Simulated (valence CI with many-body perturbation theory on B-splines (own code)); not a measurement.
# Xe XL: one-electron terms

Calculated by valence CI with perturbative core correlation (CI+MBPT): five valence electrons over a frozen Dirac-Fock core [Ne], radial functions for each j: 11 s, 11 p, 10 d, 8 f, 5 g, 2 h, with the one-electron correlation potential Σ1, the two-electron term Σ2, the three-electron term Σ3, Breit, model QED; selected CI, second order for the rest, scaled by the run's own slope (own B-spline code, finite nucleus).

The last digits are not significant, and no measured levels were compared; by estimate large intervals hold to a few tenths of a per cent, small ones and those within an open d or f shell to about a per cent. Among the levels kept, up to 4700 cm⁻¹ of a level comes from second order outside the variational space, and about a tenth of that is noise between levels of different J, which matters for small intervals.

These are the spectroscopic orbitals of the CI (the correlating ones are not listed), shaped by the core and the other valence electrons. h is the expectation value of the core's Dirac-Fock operator, without the valence repulsion; Σ1 is computed up to l = 3 at one energy for each symmetry, that of its lowest orbital but kept below the first core excitation, so for empty shells it is not the orbital's own correlation shift; Breit and QED include the response of the core, and the two lowest orbitals of each symmetry also the frequency dependence of Breit exchange, which makes a step in that column.

```
Orbital  h (hartree)  Σ1 (cm⁻¹)  Breit (cm⁻¹)  QED (cm⁻¹)  ⟨r⟩ (bohr)
  3s1/2      -122.52      -6494         14719       11367      0.2762
  4s1/2      -66.551      -2131          5613        4459      0.5156
  5s1/2       -41.71       -966          2664        2156      0.8323
  6s1/2       -28.57       -525          1484        1208       1.223
  7s1/2      -20.786       -318           911         744       1.688
  8s1/2      -15.798       -207           600         491       2.229
  3p1/2      -118.81      -8275         24441       -97.6      0.2628
  4p1/2      -64.999      -2674          9403       -29.2      0.5074
  5p1/2      -40.929      -1219          4542       -12.5      0.8283
  6p1/2      -28.123       -665          2549        -6.5       1.223
  7p1/2      -20.507       -404          1572        -3.8       1.693
  8p1/2      -15.612       -264          1038        -2.5       2.238
  3p3/2      -115.61      -7578         14616        1029      0.2712
  4p3/2      -63.696      -2509          5578         410      0.5186
  5p3/2      -40.276      -1156          2840         202      0.8424
  6p3/2       -27.75       -634          1594         115       1.240
  7p3/2      -20.274       -387           984        71.1       1.713
  8p3/2      -15.458       -254           651        47.2       2.260
  3d3/2      -110.92      -9241         11207        -402      0.2349
  4d3/2      -61.882      -2522          3966        -136      0.4901
  5d3/2      -39.385      -1117          1881       -63.8      0.8194
  6d3/2      -27.246       -603          1047       -35.3       1.223
  7d3/2      -19.961       -365           644       -21.6       1.702
  3d5/2      -110.18      -8633          5312        11.1      0.2374
  4d5/2      -61.566      -2350          1867        27.8      0.4932
  5d5/2      -39.223      -1041           902        17.9      0.8232
  6d5/2      -27.152       -563           503        11.3       1.228
  7d5/2      -19.902       -341           310         7.5       1.707
  4f5/2      -60.571      -2081           347       -52.2      0.4343
  5f5/2      -38.722      -1017           237       -28.3      0.7690
  6f5/2      -26.867       -574           150       -16.8       1.178
  7f5/2      -19.724       -356           100       -10.7       1.661
  4f7/2      -60.439      -2021          84.2        17.3      0.4358
  5f7/2      -38.654       -985          57.4         7.0      0.7707
  6f7/2      -26.828       -556          35.1         3.6       1.180
  7f7/2      -19.699       -345          23.4         2.1       1.663
  5g7/2      -38.517                      6.7       -11.1      0.6819
  6g7/2      -26.752                      6.7        -6.6       1.092
  7g7/2      -19.653                      5.3        -4.2       1.578
  5g9/2      -38.478                      0.9         8.2      0.6829
  6g9/2       -26.73                      0.9         4.7       1.093
  7g9/2      -19.638                      0.7         2.9       1.579
  6h9/2      -26.703                                           0.9726
 6h11/2      -26.688                                           0.9734
```

Among the shells of the start configuration 3s2 3p3, Σ1 is largest in size for 3p1/2, where it is 0.032 % of h.

Lowest root of each symmetry, sizes in configuration state functions:

```
   J  Parity  Roots  Reference  Variational  Second order  Change by selected CI (cm⁻¹)  Change by second order (cm⁻¹)
 1/2    even     12         84        31951        585987                        -14826                           -477
 3/2    even     17        135        31721       1261968                        -16333                          -1621
 5/2    even     16        147        31823       1655418                        -12775                          -1556
 7/2    even     10        118        31612       1688234                        -17389                          -1768
 9/2    even      5         80        31766       1492693                        -18122                          -1502
11/2    even      1         37        32777        388064                        -13412                          -1018
 1/2     odd     21         88        31891        748532                        -15853                           -915
 3/2     odd     33        145        31969       1357155                        -14242                          -1315
 5/2     odd     31        153        31999       1684029                        -14402                          -2112
 7/2     odd     23        129        31996       1806623                        -13113                          -1975
 9/2     odd     12         83        31741       1634714                        -13551                          -1567
11/2     odd      4         43        32237       1376243                        -17329                          -1541
```
